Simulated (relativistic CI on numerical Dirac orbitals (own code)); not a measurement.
# Ru XVII: sensitivity of the levels to the model

Base calculation: Dirac-Coulomb-Breit CI, separate exchange-only KLI orbitals for each configuration, model QED, unscaled Slater integrals.

Configurations in the expansion (outside the closed core [Ne] 3s2): 3p6 3d10, 3p6 3d9 4s, 3p6 3d9 4p, 3p6 3d9 4d, 3p6 3d8 4s2, 3p6 3d9 4f, 3p6 3d8 4s 4p, 3p5 3d10 4s, 3p6 3d9 5s, 3p6 3d8 4p2, 3p6 3d9 5p, 3p6 3d8 4s 4d, 3p5 3d10 4p, 3p6 3d9 5d, 3p6 3d8 4p 4d, 3p6 3d9 5f. Levels of other configurations are missing.

Variants: (1) configuration mixing switched off; (2) one mean potential for all configurations. Shifts of the energy above 3p6 3d10 1S_0, in cm⁻¹, for the lowest level and the first level of each name with at least 55 % of one term (blank where a level changes its place among those of its configuration and J or its character, or is not in the variant):

```csv
Level,Base,Δ(1),Δ(2)
3p6 3d10 1S_0,0,0,0
3p6 3d9 4s 3D_3,2105617,+1392,-1633
3p6 3d9 4s 3D_2,2111491,+1190,-1604
3p6 3d9 4s 3D_1,2140768,+1367,-1491
3p6 3d9 4s 1D_2,2146108,+1037,-1463
3p6 3d9 4p 3P°_2,2373064,+2104,-1642
3p6 3d9 4p 3F°_2,2411867,+40,-1477
3p6 3d9 4p 3P°_1,2413676,+1947,-1537
3p6 3d9 4p 3F°_4,2420793,-127,-1573
3p6 3d9 4p 1D°_2,2431395,+461,-1487
3p6 3d9 4p 1P°_1,2435960,+1606,-1351
3p6 3d9 4p 3D°_3,2437517,+10,-1465
3p6 3d9 4p 3P°_0,2442651,+2504,-1511
3p6 3d9 4p 3D°_1,2464552,+758,-1352
```

At this charge energies of transitions that change n are usually good to better than 1 %, and those within a shell (Δn = 0) to a few per cent.

Ionisation energy from the two ground configurations alone: base 669.723 eV. The NIST ASD value (theoretical) is 670 eV.

LS names give the leading component of a level, which can be under half, so a name can repeat, a term be missing and a line seem to break the LS rules.
